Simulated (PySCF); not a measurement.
# Static response to an electric field

C6H10O.
SMILES with atom numbers: `[CH3:1][CH2:2][C@H:3]1[CH2:4][CH:5]=[CH:6][O:7]1` (hydrogens: H8, H9, H10 on C1; H11, H12 on C2; H13 on C3; H14, H15 on C4; H16 on C5; H17 on C6)

Structure used (PBE0-D3(BJ)/def2-SVP), in Å, numbered top down from 1:
```xyz
17
C6H10O angstrom
C     -2.337   -0.331    0.412
C     -1.140    0.596    0.289
C      0.135   -0.114   -0.130
C      1.370    0.813   -0.206
C      2.238    0.268    0.894
C      1.634   -0.805    1.409
O      0.448   -1.127    0.849
H     -2.574   -0.807   -0.553
H     -3.233    0.213    0.746
H     -2.130   -1.131    1.136
H     -0.944    1.101    1.251
H     -1.339    1.394   -0.446
H     -0.033   -0.646   -1.082
H      1.864    0.771   -1.192
H      1.087    1.868   -0.041
H      3.197    0.674    1.210
H      1.957   -1.468    2.213
```

Level: CAM-B3LYP/def2-SVPD (PySCF), static field, nuclei fixed, core orbitals frozen in the response. The polarisability tensor in these axes (au):

```
x   82.17  4.65  2.94
y    4.65 70.15 -6.29
z    2.94 -6.29 66.55
```

**Question.** Diagonalise the tensor; give its mean and Δα, where Δα² is half the sum of the squared differences of the eigenvalues.

**Answer.** Principal values 60.58, 74.50 and 83.80 au; mean 72.96 au = 10.81 Å³ = 12.03 × 10⁻⁴⁰ C²·m²/J; Δα = 20.24 au (28 % of the mean).

**Question.** What is the dipole moment, and where does it point?

**Answer.** (0.15, 1.01, -0.50) D, 1.14 D in size, pointing from the negative to the positive side. Measured along this direction, the outermost atoms are H17 at the negative end and H15 at the positive end.

**Question.** What molar refraction does this α imply?

**Answer.** Lorentz–Lorenz: R = (4π/3)N_A α = 2.5225 cm³/(mol·Å³) × 10.81 Å³ = 27.3 cm³/mol, in the limit of long wavelengths.

**Question.** Orientational against electronic polarisability at 273 K (dilute gas, rigid molecules)?

**Answer.** In Gaussian units μ²/3kT = 11.46 Å³ against 10.81 Å³, a ratio of 1.06; the Debye molar polarisation (4π/3)N_A(α + μ²/3kT) is 56.2 cm³/mol, leaving out the vibrational part.

**Question.** What would n − 1 = 2πNα be for an ideal gas of these molecules at 298.15 K and 1 atm, electronic part alone?

**Answer.** N = p/kT = 2.4615 × 10¹⁹ cm⁻³, so n − 1 = 2π × N × 10.81 × 10⁻²⁴ cm³ = 1672 × 10⁻⁶ at long wavelengths, for an ideal gas.

**Question.** Give the principal axes and the span of the nuclei along them.

**Answer.** Largest value along (0.95, 0.30, 0.05), where the nuclei span 6.29 Å; middle along (-0.20, 0.73, -0.65), 4.47 Å; least along (-0.23, 0.61, 0.76), 3.04 Å. The response follows the extents in order.

The structure is a single PBE0-D3(BJ)/def2-SVP conformer in the gas phase; no vibrational or solvent corrections.
